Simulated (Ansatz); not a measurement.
Calculated with Ansatz (gas phase, PBE0-D4/def2-TZVP geometries, no zero-point term in ΔE). CCSD(T)/CBS adds triple-zeta CCSD(T) − MP2 to the extrapolated MP2 energy (def2 sets, frozen cores). This one scheme is used for every species. Functionals use def2-TZVPP. Each species was taken in one conformer, which may not be the lowest.

Reaction (hydrogenolysis of a C–F bond): `FCB1N[SiH2]1` + H₂ → `CB1N[SiH2]1` + H–F

`FCB1N[SiH2]1`:

Z-matrix (Å, degrees):
```
C
B 1 1.561
F 1 1.387 2 113.5
H 1 1.098 2 110.3 3 121.1
H 1 1.098 2 110.3 3 -121.1
Si 2 1.925 1 162.5 3 -0.1
N 2 1.383 1 136.0 3 179.9
H 6 1.485 2 125.0 1 -88.6
H 6 1.485 2 125.0 1 88.7
H 7 1.009 2 138.1 1 -0.0
```

H₂:

Cartesian coordinates in Å:
```
H -0.004 -0.027 0.372
H 0.004 0.027 -0.372
```

`CB1N[SiH2]1`:

```xyz
10

C    -0.826   -1.215    0.935
B    -0.077   -0.133    0.113
N    -0.235    0.571   -1.065
Si    1.280    1.156   -0.399
H    -0.184   -2.085    1.096
H    -1.069   -0.831    1.931
H    -1.752   -1.550    0.460
H    -0.908    0.626   -1.816
H     2.482    0.864   -1.225
H     1.289    2.596   -0.029
```

H–F:

Cartesian coordinates in Å:
```
F 0.206 0.353 0.212
H -0.206 -0.353 -0.212
```

CCSD(T)/CBS gives -132.9 kJ/mol.

**Question.** Another level gave -118.3 kJ/mol. Which?
A. MP2/def2-TZVPP
B. HF/def2-TZVPP
C. ωB97X-V/def2-TZVPP
D. CCSD(T)/def2-TZVPP

**Answer.** C. ωB97X-V -118.3, MP2/def2-TZVPP -137.3, HF/def2-TZVPP -125.7, CCSD(T)/def2-TZVPP -130.0 kJ/mol.

Largest T1 diagnostic among the species: 0.013.

From PBE to PBE0 (25 % exact exchange), in def2-TZVPP and without D4, ΔE moves by −7.5 kJ/mol. In def2-TZVPP, CCSD(T) changes the Hartree–Fock value by −4.4 kJ/mol (the triples alone add +1.5 kJ/mol) and MP2 by −11.6 kJ/mol.
